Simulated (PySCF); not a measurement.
# Computed properties of methyl(silyloxy)silane (CH8OSi2), SMILES C[SiH2]O[SiH3]

CH8OSi2, SMILES C[SiH2]O[SiH3]. Coordinates come from a PBE0-D3(BJ)/def2-SVP optimisation. One conformer was computed; it need not be the lowest. All values are computed for the isolated molecule unless a solvent is named; none is compared with measurement here.

**Structure.** All 30 harmonic modes at PBE0-D3(BJ)/def2-SVP (PySCF) are real, so it is a minimum. With heavy atoms numbered as in [SiH3:1][O:2][SiH2:3][CH3:4], the shortest bond between them is Si1–O2 at 1.654 Å and the longest Si3–C4 at 1.863 Å.

**Vibrations.** The strongest infrared lines (harmonic, unscaled, degenerate partners summed) lie at 932 cm⁻¹ (619 km/mol, H 84 %, Si 12 %), 1107 cm⁻¹ (426 km/mol, O 76 %, Si 16 %), 964 cm⁻¹ (221 km/mol, H 92 %). The softest mode is at 30 cm⁻¹ and the zero-point energy is 52.6 kcal/mol.

**Electronic structure.** ωB97X/def2-TZVP (PySCF) places the frontier levels at -10.94 and 2.04 eV, a gap of 12.98 eV, and gives a dipole moment of 0.64 D and a mean polarisability of 66.0 bohr³. PBE/def2-TZVP (PySCF) at the same geometry gives -7.08 and -0.82 eV, so its gap is 6.72 eV narrower. An orbital gap is neither the optical nor the fundamental gap.

**Excitations.** TDA-M06-2X/def2-SVPD (PySCF) has S1 at 7.41 eV (167 nm, f = 0.003, weak); the most intense of the 10 singlets computed lies at 8.75 eV (f = 0.21). T1 (TDA) is at 7.13 eV, 0.28 eV under S1. TDA-PBE/def2-SVPD (PySCF) puts S1 at 6.33 eV. No vertical singlet excitation falls in the visible range (under 3.1 eV).

**NMR.** GIAO shifts at KT2/pcSseg-1 (PySCF) (non-relativistic, atoms alike by connectivity averaged): ¹³C at 1.3 ppm against TMS; ¹H from 0.6 to 5.5 ppm against TMS; ²⁹Si from -34.9 to -10.3 ppm against TMS.

**Solvation.** SMD-ωB97X/6-31G* (PySCF) gives 2.5 kcal/mol in water, -1.4 kcal/mol in 2-propanol, -1.3 kcal/mol in acetone (1 M in both phases, gas-phase geometry).
